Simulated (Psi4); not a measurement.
mercury atom (Hg), singlet (core potentials on Hg). Base run: HF/def2-SVP run with Psi4.

Here is a job for Psi4.
```
memory 2 GB

molecule mol {
0 1
  Hg    0.000000    0.000000    0.000000
}

set basis def2-svp
set reference rhf

energy('scf')
print_variables()
```

Each row names what was changed in the base input (with any setting that the change needs).

| change | basis functions | E (Eh) |
|---|---|---|
| base | 32 | -152.55036 |
| basis = def2-SV(P) | 25 | -152.55036 |
| basis = def2-SVPD | 35 | -152.55036 |
| basis = def2-TZVP | 43 | -152.55429 |
| basis = def2-TZVPD | 46 | -152.55429 |
| basis = def2-TZVPP | 59 | -152.55429 |
| basis = def2-QZVP | 72 | -152.55454 |
| basis = def2-QZVPP | 88 | -152.55454 |

Totals compare only among sets that treat the same electrons; sets with core potentials leave the core out.
